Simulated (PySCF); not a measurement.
# Where the electron goes

Species: C8H16.
Atom-mapped SMILES: `[CH3:1][CH2:2][CH:3]1[CH2:4][CH2:5][CH2:6][CH2:7][CH2:8]1` (hydrogens: H9, H10, H11 on C1; H12, H13 on C2; H14 on C3; H15, H16 on C4; H17, H18 on C5; H19, H20 on C6; H21, H22 on C7; H23, H24 on C8)

Geometry (PBE0-D3(BJ)/def2-SVP, Å), atoms numbered from 1 in this order:
```xyz
24
C8H16 angstrom
C     -2.9022    0.3187    0.2098
C     -1.8120   -0.4412   -0.5299
C     -0.4109   -0.3020    0.0642
C      0.5726   -1.2617   -0.6078
C      1.9817   -1.1482   -0.0371
C      2.4988    0.2841   -0.1110
C      1.5340    1.2500    0.5672
C      0.1250    1.1298   -0.0045
H     -3.8908    0.1341   -0.2372
H     -2.9539    0.0121    1.2671
H     -2.7348    1.4064    0.1902
H     -1.7826   -0.1164   -1.5860
H     -2.0726   -1.5136   -0.5565
H     -0.4690   -0.5828    1.1351
H      0.2038   -2.2972   -0.5169
H      0.5980   -1.0385   -1.6911
H      1.9712   -1.4745    1.0187
H      2.6646   -1.8335   -0.5650
H      2.6149    0.5732   -1.1714
H      3.5011    0.3570    0.3416
H      1.5044    1.0309    1.6500
H      1.8957    2.2869    0.4730
H      0.1312    1.4505   -1.0636
H     -0.5530    1.8198    0.5225
```

Computed, not measured: TDDFT B3LYP/def2-SVPD, vertical, gas phase, core orbitals frozen in the response (PySCF).

Kohn–Sham orbitals with the atoms that hold most of them (Löwdin shares over 4%, at most four atoms; ? is withheld):

| orbital | ε (eV) | atoms |
| --- | --- | --- |
| HOMO-3 | -8.85 | C2 15%, C6 12%, H12 9%, C5 9% |
| HOMO-2 | -8.52 | C3 16%, C8 10%, H14 10%, C4 10% |
| HOMO-1 | -8.10 | C3 13%, C2 12%, C8 11%, C7 11% |
| HOMO | -8.01 | ? |
| LUMO | 0.52 | ? |
| LUMO+1 | 0.84 | H19 11%, H14 10%, H16 9%, C1 8% |
| LUMO+2 | 0.88 | H12 9%, C1 9%, H17 8%, C2 8% |

(1) Which atoms hold the LUMO, and with what shares?

(2) Give the leading atoms of the HOMO.

(3) The HOMO–LUMO gap is 8.53 eV. Where does the response calculation put the lowest singlet, and from which orbitals?

(4) One configuration dominates each of S1, S2, S3 and S4. Which, and how do the shares of the two leading atoms of either orbital change from the occupied to the empty one?

Results:

(1) C1 (bonded to C and 3 H) 9%; C7 (bonded to 2 C and 2 H) 6%; C5 (bonded to 2 C and 2 H) 6%; C6 (bonded to 2 C and 2 H) 6%.

(2) C3 (bonded to 3 C and H) 14%; C4 (bonded to 2 C and 2 H) 12%; C8 (bonded to 2 C and 2 H) 12%; C5 (bonded to 2 C and 2 H) 10%.

(3) S1 is at 7.70 eV (f = 0.0002), 0.83 eV below the gap, made of HOMO→LUMO (97%). 

(4) 
- S1 (7.70 eV, f 0.0002), HOMO→LUMO (97%): C3 14% → at most 6%, C4 12% → at most 6%, C1 at most 10% → 9%, C7 at most 10% → 6%
- S2 (7.80 eV, f 0.0017), HOMO-1→LUMO (98%): C3 13% → at most 6%, C2 12% → at most 6%, C1 at most 11% → 9%, C7 11% → 6%
- S3 (7.99 eV, f 0.0005), HOMO→LUMO+1 (77%): C3 14% → at most 9%, C4 12% → at most 9%, H19 at most 10% → 11%, H14 at most 10% → 10%
- S4 (8.08 eV, f 0.0006), HOMO-1→LUMO+1 (82%): C3 13% → at most 9%, C2 12% → at most 9%, H19 at most 11% → 11%, H14 at most 11% → 10%

Hardware: an Arm Neoverse V1 with one thread, shared host. Cost: 8.5 min.

One conformer stands for the species.
